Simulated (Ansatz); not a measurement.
Stepwise reaction of `F[SiH](F)S[SiH2]Cl` with hydrogen, as a gas-phase model of exchange steps in deposition or etching. ΔE in kJ/mol.

Computed with Ansatz on PBE0-D4/def2-TZVP structures; ΔE is electronic, products minus reactants. CCSD(T)/CBS adds triple-zeta CCSD(T) − MP2 to the extrapolated MP2 energy (def2 sets, frozen cores). This one scheme is used for every species. DFT in def2-TZVPP. B3LYP here is the variant with VWN-RPA as its local correlation; programs differ in this. One conformer a species, not always the lowest.

```
step                                              reaction  PBE-D4  B3LYP-D4  ωB97M-V  CCSD(T)/CBS
   1  `F[SiH](F)S[SiH2]Cl` + H₂ → `F[SiH2]S[SiH2]Cl` + H–F   122.7     131.5    131.6        126.9
   2     `F[SiH2]S[SiH2]Cl` + H₂ → `[SiH3]S[SiH2]Cl` + H–F   110.9     118.8    118.9        115.1
```

(1) By hand: ΔE of the 2 steps together at CCSD(T)/CBS.

Answers

(1) (126.9) + (115.1) = 242.0 kJ/mol, or 121.0 kJ/mol a step.

In ΔE each step is lower than the one before. All are uphill at CCSD(T)/CBS. PBE-D4 differs from CCSD(T)/CBS by -4.2 to -4.2 kJ/mol a step. Isolated molecules leave out the surface, adducts and barriers. Largest T1 diagnostic: 0.011.
